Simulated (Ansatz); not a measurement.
# Competing steps

Reactants: CH₆Ge ([CH3][GeH3]) + NH₃ (brackets give SMILES or just the links). Saddle points were found for several chosen steps; others may exist. Gas-phase electronic energies, without zero-point energy, by CCSD(T) at an estimated basis limit (MP2 extrapolated from triple and quadruple zeta, plus CCSD(T) − MP2 in triple zeta); Ansatz 0.2.0, def2-TZVPP and QZVPP, frozen cores, on PBE0-D4/def2-TZVP structures. Extrapolation: Hartree–Fock as exp(−7.88 √X), correlation as X^−2.97. No counterpoise correction.

Task: Rank the steps by the energy of their saddle points, lowest first, and give each saddle's height above the lowest. (Judge from chemistry; the value comes from the calculation.)
A. four-centre ligand exchange, to CH₇GeN ([CH3][GeH2][NH2]) + H₂ (breaks or loosens Ge–H, H–N; forms Ge–N, H–H)
B. four-centre ligand exchange, to GeNH₅ ([NH2][GeH3]) + CH₄ (breaks or loosens C–Ge, H–N; forms C–H, Ge–N)

Result: The calculation gives: A (0.0 kJ/mol), B (28.4 kJ/mol). Heights count from the lowest.

The lowest of these saddles lies at 218.9 kJ/mol relative to the separated reactants.

Task: Does the lowest of these saddles lead to the lowest end structure (the products still in contact)? (Judge from chemistry; the calculation decides.)

Result: The calculation gives: No: the step over a higher saddle ends lower. Relative to the separated reactants, the ends lie at 14.9 (CH₇GeN ([CH3][GeH2][NH2]) + H₂); -17.6 (GeNH₅ ([NH2][GeH3]) + CH₄) kJ/mol.

The T1 diagnostic stays at or below 0.012. The filled d shells of Ge are correlated in sets not built for that, so values that involve them are less sure.

For scale, one of the runs: CCSD(T)/def2-TZVPP, 236 basis functions, launched by `ansatz run in.yaml --threads 4 --pin off --events-out ev --progress --plain --max-ram 9574MiB`. Time: 4.2 min of wall clock on 4 CPU threads of an AMD EPYC; the host was shared. Peak host memory: 4.4 GiB.
